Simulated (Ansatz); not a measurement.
Consider the redistribution: `[BH2][GeH2][CH2][SiH3]` + `N[SiH2]O[SiH3]` → `[BH2][GeH2][SiH3]` + `N[SiH2]OC[SiH3]`.

Calculated with Ansatz (gas phase, PBE0-D4/def2-TZVP geometries, no zero-point term in ΔE). CCSD(T)/CBS is the MP2 limit (def2-TZVPP, def2-QZVPP) plus CCSD(T) − MP2 in def2-TZVPP, frozen cores. Functionals use def2-TZVPP. B3LYP here is the variant with VWN-RPA as its local correlation; programs differ in this. For Ge outer-core shells are correlated without core-valence functions, which leaves a few kJ/mol of doubt a bond. Scalar relativity is left out up to krypton. One conformer a species, not always the lowest.

```
             level  ΔE (kJ/mol)  difference from CCSD(T)/CBS
            PBE-D4        150.9                        -34.7
         r2SCAN-D4        171.5                        -14.1
           PBE0-D4        163.9                        -21.7
          B3LYP-D4        172.1                        -13.5
           ωB97M-V        179.4                         -6.2
               PBE        149.2                        -36.4
            r2SCAN        171.2                        -14.4
             B3LYP        169.3                        -16.3
     HF/def2-TZVPP        197.8                         12.2
    MP2/def2-TZVPP        196.9                         11.3
SCS-MP2/def2-TZVPP        195.4                          9.8
   CCSD/def2-TZVPP        186.6                          1.0
     HF/def2-QZVPP        199.9                         14.3
SCS-MP2/def2-QZVPP        197.6                         12.0
      HF/CBS(def2)        200.1                         14.5
     MP2/CBS(def2)        198.8                         13.2
       CCSD(T)/CBS        185.6                            0
```

Largest T1 diagnostic among the species: 0.013.

From PBE to PBE0 (25 % exact exchange), in def2-TZVPP and without D4, ΔE moves by +13.2 kJ/mol.
